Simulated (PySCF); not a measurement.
# Potential energy of ErP along the bond

Set-up: Er x2c-TZVPall, P x2c-TZVPall; spin-free X2C with a Gaussian nucleus (PySCF 2.14). Energies in eV from Er (4f12 6s2) + P in their ground configurations at the same level. State: quartet, about 11.2 electrons in the 4f shell (Mulliken), real f orbitals that mix terms.

All columns are PBE0. A positive dipole means Er(−)P(+).

```json
{"R (Å)": "1.972", "E (eV)": "-0.186", "μ (D)": "-4.80", "Mulliken charge on Er (basis-dependent)": "0.50", "HOMO (eV)": "-4.69", "LUMO (eV)": "-2.47", "Mayer bond order": "3.09", "⟨S²⟩": "3.86"}
{"R (Å)": "2.064", "E (eV)": "-0.947", "μ (D)": "-5.55", "Mulliken charge on Er (basis-dependent)": "0.51", "HOMO (eV)": "-4.87", "LUMO (eV)": "-2.54", "Mayer bond order": "3.07", "⟨S²⟩": "3.82"}
{"R (Å)": "2.155", "E (eV)": "-1.374", "μ (D)": "-6.13", "Mulliken charge on Er (basis-dependent)": "0.51", "HOMO (eV)": "-5.03", "LUMO (eV)": "-2.63", "Mayer bond order": "3.04", "⟨S²⟩": "3.81"}
{"R (Å)": "2.224", "E (eV)": "-1.525", "μ (D)": "-6.46", "Mulliken charge on Er (basis-dependent)": "0.50", "HOMO (eV)": "-5.13", "LUMO (eV)": "-2.69", "Mayer bond order": "3.02", "⟨S²⟩": "3.81"}
{"R (Å)": "2.293", "E (eV)": "-1.566", "μ (D)": "-6.70", "Mulliken charge on Er (basis-dependent)": "0.48", "HOMO (eV)": "-5.09", "LUMO (eV)": "-2.76", "Mayer bond order": "2.98", "⟨S²⟩": "3.83"}
{"R (Å)": "2.362", "E (eV)": "-1.521", "μ (D)": "-6.85", "Mulliken charge on Er (basis-dependent)": "0.47", "HOMO (eV)": "-4.98", "LUMO (eV)": "-2.83", "Mayer bond order": "2.92", "⟨S²⟩": "3.88"}
{"R (Å)": "2.454", "E (eV)": "-1.366", "μ (D)": "-6.99", "Mulliken charge on Er (basis-dependent)": "0.46", "HOMO (eV)": "-4.84", "LUMO (eV)": "-2.91", "Mayer bond order": "2.83", "⟨S²⟩": "3.95"}
{"R (Å)": "2.568", "E (eV)": "-1.072", "μ (D)": "-7.15", "Mulliken charge on Er (basis-dependent)": "0.44", "HOMO (eV)": "-4.68", "LUMO (eV)": "-2.99", "Mayer bond order": "2.69", "⟨S²⟩": "4.04"}
{"R (Å)": "2.706", "E (eV)": "-0.649", "μ (D)": "-7.34", "Mulliken charge on Er (basis-dependent)": "0.43", "HOMO (eV)": "-4.48", "LUMO (eV)": "-3.06", "Mayer bond order": "2.51", "⟨S²⟩": "4.15"}
{"R (Å)": "2.889", "E (eV)": "-0.057", "μ (D)": "-7.59", "Mulliken charge on Er (basis-dependent)": "0.42", "HOMO (eV)": "-4.22", "LUMO (eV)": "-3.13", "Mayer bond order": "2.28", "⟨S²⟩": "4.28"}
```

A fit through these points gives, at Re = 2.288 Å, μ = -6.68 D and dμ/dR = -2.80 D/Å; the reduced mass is 26.1 u.

Task: How strong is the fundamental in the double-harmonic approximation, I = 42.26·(dμ/dR)²/μred km/mol?

Result: I = 42.26·(-2.80)²/26.1 = 12.7 km/mol at PBE0.

⟨S²⟩ of the unrestricted solution departs from its pure value on part of the curve, where spin states mix. Spin–orbit coupling is left out, which matters for elements this heavy, above all for dissociation energies. With d or f electrons several states lie close, and the lowest PBE0 determinant need not be the measured ground state.
